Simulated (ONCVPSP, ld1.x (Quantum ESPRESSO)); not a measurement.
Potentials for As compared

Generated with ld1.x 7.5 (TM, RRKJ, ultrasoft, PAW), atompaw 4.2 or ONCVPSP 4.0.1. The cutoff is in Ry: for ld1.x and atompaw files where the sum of valence levels is converged to 10 mRy in a Bessel basis, for ONCV files where the hardest occupied wave has 1 mHa per electron of residual kinetic energy. The error is the largest all-electron minus pseudo excitation energy over each file’s own four to seven test configurations (ionisations up to +4, promotions, holes and added fractions of an electron), all of which were solved. The labels leave out finer settings (local radius, basis sizes, second energies), which also bear on the numbers. Spin-polarised tests are not counted. The rows are a selection from randomly drawn settings: files with unsolved tests, undetermined cutoffs or missed reference levels are left out.

A true bound ghost makes a file unfit for plane-wave use even where its test errors are small: the radial tests pick states by their node count and pass the ghost by.

| potential | cutoff (Ry) | largest error (meV) | bound ghosts |
| --- | --- | --- | --- |
| ONCV, Wu-Cohen, scalar-relativistic, rc 1.30/1.65 (sp), local smoothed, core correction yes, reference 4s2 4p3, qcut 5/5.6, projectors 1/2 | 58 | -151 | none |
| ONCV, PBE, non-relativistic, rc 1.35/1.60/1.35 (spd), local smoothed, core correction yes, reference 4s2 4p3, qcut 4.1/6/7.8, projectors 2/2/2 | 30 | -84 | s, d |

Fill in the row for As: ONCV, PBE, scalar-relativistic, rc 1.00/1.20/1.00 (spd), local smoothed, core correction no, reference 3s2 3p6 3d10 4s2 4p1.5, qcut 15.2/8.9/17, projectors 2/2/2.

cutoff 222 Ry, largest error +93 meV, bound ghosts: none.

Fill in the row for As: ultrasoft, PBE, non-relativistic, rc 1.60/2.25 (sp), local smoothed, core correction no, reference 4s2 4p2.

cutoff 12 Ry, largest error +77 meV, bound ghosts: none.

Fill in the row for As: ONCV, LDA (Perdew-Wang 92), scalar-relativistic, rc 1.45/2.10 (sp), local smoothed, core correction no, reference 4s2 4p3, qcut 3.9/4.6, projectors 2/1.

cutoff 102 Ry, largest error +67 meV, bound ghosts: s.
